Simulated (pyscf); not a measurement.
This saddle point was located with ωB97X-D3(BJ)/def2-SVP in PySCF.

```xyz
12

O     -0.8915    -0.8819     1.3572
Si    -2.2059    -0.9287     0.0682
H     -0.6605    -1.6338     1.9175
H     -1.7312    -1.1693    -1.3204
H     -2.5333    -2.3387     0.5327
H     -3.5693    -0.3187     0.1909
O     -1.4466     0.8283     0.1233
Si    -0.1796     0.8045     1.5587
H     -2.0240     1.5923     0.0200
H     -0.8823     1.9793     2.1687
H      0.9570     1.1315     0.6571
H      0.5427     0.2912     2.7940
```
Charge 0, spin multiplicity 1.

Surface: singlet, charge 0. Lowest wavenumbers (cm⁻¹): 76i, 92, 194, 290, 317.

Which two sides does it connect, and which bonds change?

`[OH][SiH3]` + `[OH][SiH3]` ⇌ `[OH][SiH3]` + `[OH][SiH3]`, a four-centre exchange read from left to right: O–Si, O–Si broken and O–Si, O–Si formed. At ωB97M-D3(BJ)/def2-TZVP it lies +13.7 kcal/mol from the left side and +13.7 kcal/mol from the right (each side as separated species at their lowest minima found). One saddle was located; it need not be the lowest between these sides.
